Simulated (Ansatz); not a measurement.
Molecule: 5-methylhex-1-ene, C7H14, charge 0, multiplicity 1. SMILES: C=CCCC(C)C
Coordinates optimised at B3LYP-D3(BJ)/def2-TZVP (Ansatz, a first-principles code):
```xyz
21

C     -2.4693    -0.9369    -0.7997
C     -1.3808     0.1245    -0.6355
C     -1.9454     1.3696     0.0502
C     -0.1767    -0.4599     0.1124
C      1.0474     0.4617     0.1797
C      2.2052    -0.1787     0.8796
C      3.3872    -0.4331     0.3332
H     -2.0893    -1.8183    -1.3203
H     -3.3178    -0.5495    -1.3675
H     -2.8429    -1.2611     0.1757
H     -1.0397     0.4148    -1.6368
H     -2.2638     1.1354     1.0703
H     -1.2141     2.1766     0.1051
H     -2.8152     1.7499    -0.4893
H     -0.4857    -0.7281     1.1297
H      0.1219    -1.3942    -0.3719
H      1.3443     0.7523    -0.8324
H      0.7794     1.3822     0.7077
H      2.0321    -0.4632     1.9153
H      3.6025    -0.1700    -0.6967
H      4.1827    -0.9092     0.8920
```

Wanted: vertical triplet-singlet gap (E(triplet) - E(singlet); each state is the SCF solution reached for its spin), in kcal/mol. Correlated levels leave the core frozen unless marked. UHF or UKS for open shells. Spin-orbit coupling is left out. Non-relativistic. 

| level | program | vertical triplet-singlet gap (kcal/mol) |
|---|---|---|
| HF/aug-cc-pVDZ | Ansatz | 81.4 |
| r2SCAN/def2-TZVPD | Ansatz | 96.6 |
| B3LYP/def2-TZVPD | Ansatz | 103.0 |
| wB97M-V/def2-TZVPD | Ansatz | 106.5 |
| RI-MP2/aug-cc-pVTZ | Ansatz | 109.9 |
| CCSD/aug-cc-pVDZ | Ansatz | 104.2 |
